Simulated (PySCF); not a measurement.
KI, SMILES [K][I]. Geometry optimised at r2SCAN-D4/def2-TZVPD. The def2 effective core potentials stand for the cores of I; spin–orbit coupling is left out.

Computed equilibrium geometry at r2SCAN-D4/def2-TZVPD (PySCF confirms it by a frequency run) as Cartesian coordinates in Å, and its point group:
point group C∞v.
```xyz
2

K      0.0000     0.0000    -2.2717
I      0.0000     0.0000     0.8144
```
